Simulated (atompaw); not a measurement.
## Bi PAW (atompaw): all-electron and pseudo phase curves

bismuth (Bi), PAW, made with atompaw 4.2.0.5 (PBEsol, scalar-relativistic). Core [Xe] 4f14, reference 5d10 6s2 6p2 (charge +1). Waves: 6s (bound): rc 2.00 bohr; 6s channel at -0.15 Ry: rc 2.00 bohr; 6p (bound): rc 1.75 bohr; 6p channel at 0.35 Ry: rc 1.75 bohr; 5d (bound): rc 1.20 bohr; 5d channel at 1.5 Ry: rc 1.20 bohr. Local part: bessel scheme, radius 1.50 bohr. Core correction: smooth core density matched at 1.95 bohr. Augmentation charge: sinc compensation charge, radius 1.45 bohr; PAW radius 2.00 bohr; waves and projectors: custom polynom vanderbiltortho.

The phase is arctan(r·u′/u) with u = r·R(r), unwrapped; energies in Ry, scanned from -5 to 5 Ry. A pole is an energy at which the radial function vanishes at the test radius. The pseudo phase is shifted by a multiple of π to meet the all-electron one at the reference energy, and phase errors are pseudo minus all-electron; the curves can meet again beyond the range given. Levels narrower than the energy grid can be missing from the lists of poles.

| channel | radius (bohr) | reference energy (Ry) | poles, all-electron | poles, pseudo | unbroken range about the reference energy with phases within 0.05 rad | phase error 1 Ry above the reference energy (rad) |
| --- | --- | --- | --- | --- | --- | --- |
| s | 2.01 | -1.63 | 2.39 | 2.39 | the whole range | +0.000 |
| p | 2.01 | -0.84 | none | none | the whole range | +0.000 |
| d | 2.01 | -2.59 | -1.99 | -1.99 | the whole range | -0.000 |

Note: ghost states, extra bound levels that the all-electron valence spectrum of the same l lacks: s at -158.8 eV, p at -108.8 eV. A true bound ghost makes a file unfit for plane-wave use.

Phases in the d channel:

```json
{"E (Ry)": "-5.00", "all-electron": "1.277", "pseudo": "1.277"}
{"E (Ry)": "-4.52", "all-electron": "1.236", "pseudo": "1.236"}
{"E (Ry)": "-4.04", "all-electron": "1.168", "pseudo": "1.168"}
{"E (Ry)": "-3.56", "all-electron": "1.013", "pseudo": "1.013"}
{"E (Ry)": "-3.08", "all-electron": "0.365", "pseudo": "0.365"}
{"E (Ry)": "-2.60", "all-electron": "-1.178", "pseudo": "-1.178"}
{"E (Ry)": "-2.12", "all-electron": "-1.529", "pseudo": "-1.529"}
{"E (Ry)": "-1.64", "all-electron": "-1.646", "pseudo": "-1.646"}
{"E (Ry)": "-1.16", "all-electron": "-1.712", "pseudo": "-1.712"}
{"E (Ry)": "-0.68", "all-electron": "-1.762", "pseudo": "-1.762"}
{"E (Ry)": "-0.20", "all-electron": "-1.808", "pseudo": "-1.808"}
{"E (Ry)": "0.28", "all-electron": "-1.856", "pseudo": "-1.856"}
{"E (Ry)": "0.76", "all-electron": "-1.913", "pseudo": "-1.913"}
{"E (Ry)": "1.24", "all-electron": "-1.986", "pseudo": "-1.986"}
{"E (Ry)": "1.72", "all-electron": "-2.091", "pseudo": "-2.091"}
{"E (Ry)": "2.20", "all-electron": "-2.254", "pseudo": "-2.254"}
{"E (Ry)": "2.68", "all-electron": "-2.534", "pseudo": "-2.533"}
{"E (Ry)": "3.16", "all-electron": "-3.009", "pseudo": "-3.008"}
{"E (Ry)": "3.64", "all-electron": "-3.583", "pseudo": "-3.583"}
{"E (Ry)": "4.12", "all-electron": "-3.992", "pseudo": "-3.992"}
{"E (Ry)": "4.60", "all-electron": "-4.226", "pseudo": "-4.225"}
```
